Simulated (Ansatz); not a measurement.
Ansatz (an electronic-structure program) input (RPA@PBE/cc-pVQZ):

Ansatz 0.2 input:
```yaml
crystal:
  periodic: [false, false, false]
  atoms:
    - {symbol: Br, position_ang: [1.91160720, -0.36971636, -0.19770032]}
    - {symbol: Ge, position_ang: [-0.01013613, 0.77366600, 0.47877596]}
    - {symbol: Br, position_ang: [-1.90195191, -0.39861098, -0.23174536]}
    - {symbol: H, position_ang: [-0.01357901, 2.13414489, -0.29023200]}
basis:
  gaussian:
    orbitals: cc-pVQZ
hamiltonian:
  xc: pbe
magnetization: {spin_polarized: true, initial_magnetization: 1}
correlation: {method: rpa, electrons: outside_noble_gas}
```

End of the output:

```
integrals: 0.45 GiB planned
1509 factors; integrals over basis functions are off by at most 1.1e-3 eV
0.38 GiB of the device are held for the grids
2.54 GiB of device memory are held for the factors and their scratch space
mean field: 1.51 GiB planned
mean field evaluation 1: about -196601.9652 eV, gradient 1.8e1 eV
mean field evaluation 2: about -196601.9640 eV, gradient 1.8e1 eV
mean field evaluation 4: about -196602.8443 eV, gradient 2.8e0 eV
mean field evaluation 8: about -196602.8641 eV, gradient 1.4e-1 eV
mean field evaluation 16: about -196602.8642 eV, gradient 1.7e-4 eV
mean field -196602.86417838 eV, -7225.0219963479 hartree, gradient 5.7e-6 eV, S^2 0.752282; 0 other end points of the search recorded, 0 dependent functions left out
42 core orbitals not correlated
reference -196491.45688844 eV, -7220.9278539573 hartree; 10, 9 occupied and 182, 183 virtual orbitals, 1509 factors
Total energy: -196513.37857449 eV, -7221.7334610603 hartree
```

It need not be the lowest isomer of its formula.
